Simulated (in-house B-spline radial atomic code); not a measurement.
A fraction x of an electron is removed from 4s in Ni, starting from [Ar] 3d8 4s2 and keeping the highest spin. All numbers are computed (non-relativistic RPBE, spin-polarised, spherical fractional occupations; point nucleus) with an all-electron radial atomic-structure program (B-spline basis), not measured.

```
   x  E(x) - E(0) (eV)  4s down level (eV)
   0            0.0000              -5.274
0.09            0.4998              -5.833
0.16            0.9234              -6.272
0.28            1.7215              -7.031
0.45                 ?                   ?
 0.5            3.4234              -8.448
0.63            4.5773              -9.308
0.86            6.9024             -10.944
0.98                 ?                   ?
   1            8.5100                   -
```

Task: What belongs in the row x = 0.45?

Result: An energy change of 3.0092 eV; 4s down at -8.122 eV.

Task: What belongs in the row x = 0.98?

Result: An energy change of 8.2712 eV; 4s down at -11.866 eV.

Task: Check Janak's theorem between x = 0.09 and 0.16.

Result: The slope of the energy is 6.05 eV; the orbital levels give 6.05 eV (-ε of the emptying orbital, averaged over the two points).
